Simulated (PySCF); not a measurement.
# Ionising MoBr

BP86; PySCF, scalar-relativistic core potentials, basis sets Mo def2-TZVPPD with ECP28, Br def2-TZVPPD. Neutral (UKS): sextet (σ ↑, π ↑↑, δ ↑↑), Re = 2.426 Å, ωe = 270 cm⁻¹, De = 3.50 eV, HOMO -4.97 eV, LUMO -3.58 eV.

MoBr⁻ (UKS): septet (σ ↑↑, π ↑↑, δ ↑↑), Re = 2.671 Å, ωe = 160 cm⁻¹, De = 1.14 eV to Mo (4d5 5s1) + Br⁻. The energies at the minima are -2642.69828 hartree for MoBr and -2642.74490 for MoBr⁻.

(1) Work out the adiabatic electron affinity, without and with harmonic zero-point energies (1 hartree = 27.2114 eV, 1 eV = 8065.5 cm⁻¹), and the change of the bond length.

The metal atom is held in its measured ground configuration; semilocal functionals can put another filling of s and d lower by some tenths of an eV, and De to that atom would be smaller. Spin–orbit coupling is left out, which matters for elements this heavy, above all for dissociation energies. For an ion De counts to the pair picked by the measured ionisation energies or electron affinities, which need not be the lowest pair at this level. The highest Kohn–Sham level is positive in this anion. Much of that is self-interaction error, but it also means that the finite basis helps to hold the extra electron. With d or f electrons several states lie close, and the lowest PBE0 determinant need not be the measured ground state.

## Answers

(1) At BP86: 0.04662 hartree = 1.269 eV between the minima; the zero-point term (270.0 − 160.0)/2 cm⁻¹ = +0.007 eV makes it 1.275 eV. Re changes by +24.5 pm against the neutral. The electron enters a σ orbital, and the ion is left as a loose complex of an ion and an atom.
